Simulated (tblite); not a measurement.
Compound: C6H5N2 (doublet state).
Numbering: `[CH:1]#[C:2]/[CH:3]=[N:4]\[CH:5][CH2:6][C:7]#[N:8]` (hydrogens: H9 on C1; H10 on C3; H11 on C5; H12, H13 on C6)

Cartesian coordinates in Å at the GFN2-xTB level; atoms count from 1:
```xyz
13
C6H5N2 angstrom
C      2.7842    1.4396   -0.3334
C      2.3075    0.3843    0.0150
C      1.6898   -0.7968    0.4051
N      0.3875   -1.0084    0.3821
C     -0.4912   -0.4102   -0.3393
C     -1.9435   -0.6077   -0.0402
C     -2.5266    0.6508    0.3642
N     -2.9671    1.6575    0.6768
H      3.2344    2.3369   -0.6381
H      2.2944   -1.5840    0.8347
H     -0.2346    0.2296   -1.1857
H     -2.0600   -1.3317    0.7700
H     -2.4792   -0.9593   -0.9290
```

Computed geometry: GFN2-xTB, gas phase. This method treats the open shell by occupation alone, without spin polarisation.

Take the most abundant isotopes and a rigid rotor. The values belong to one conformer with, in the numbering `[CH:1]#[C:2]/[CH:3]=[N:4]\[CH:5][CH2:6][C:7]#[N:8]`, C3–N4–C5–C6 -169°, N4–C5–C6–C7 116°.

Question: Give the principal moments of inertia and the rotational constants in MHz.

Answer: Ia = 119.60, Ib = 484.29, Ic = 575.56 u·Å²; 505379 MHz·u·Å²/I gives A = 4225, B = 1044, C = 878.1 MHz.

Question: Classify the top.

Answer: A near-prolate asymmetric top; Ray's κ = -0.901.

Question: What does the inertial defect say?

Answer: Not planar: Δ = Ic − Ia − Ib = -28.33 u·Å². For a rigid frame Δ = −2 Σ m c², so Σ m c² = 14.17 u·Å² lies off the ab plane: 4.54 from hydrogen and 9.62 from heavier atoms. The atom farthest from that plane is 1.33 Å away.

Question: Where do the levels up to J = 5 lie, in cm⁻¹?

Answer: Above 0(0,0):
J = 1: 1(0,1) 0.0641, 1(1,1) 0.1702, 1(1,0) 0.1758
J = 2: 2(0,2) 0.1921, 2(1,2) 0.2929, 2(1,1) 0.3095, 2(2,1) 0.6279, 2(2,0) 0.6281
J = 3: 3(0,3) 0.3835, 3(1,3) 0.4768, 3(1,2) 0.5099, 3(2,2) 0.8202, 3(2,1) 0.8212, 3(3,1) 1.3648, 3(3,0) 1.3648
J = 4: 4(0,4) 0.6379, 4(1,4) 0.7217, 4(1,3) 0.7769, 4(2,3) 1.0764, 4(2,2) 1.0795, 4(3,2) 1.6216, 4(3,1) 1.6216, 4(4,1) 2.3835, 4(4,0) 2.3835
J = 5: 5(0,5) 0.9542, 5(1,5) 1.0276, 5(1,4) 1.1102, 5(2,4) 1.3964, 5(2,3) 1.4037, 5(3,3) 1.9427, 5(3,2) 1.9429, 5(4,2) 2.7044, 5(4,1) 2.7044, 5(5,1) 3.6841, 5(5,0) 3.6841
The levels of one J sum to (2J + 1)J(J + 1)(A + B + C)/3.

Question: Estimate the classical rotational partition function at 10 K, 100 K and 500 K.

Answer: Point group C1, symmetry number σ = 1; q = (√π/σ)·√((kT/h)³/(ABC)), k/h = 20836.6 MHz/K: 2710 at 10 K, 85700 at 100 K, 958000 at 500 K.

For this open shell read J as N, the rotation without spin; fine and hyperfine splittings come on top. Its GFN2-xTB frequencies are all real (lowest 43 cm⁻¹). Zero-point vibration and centrifugal distortion are left out.
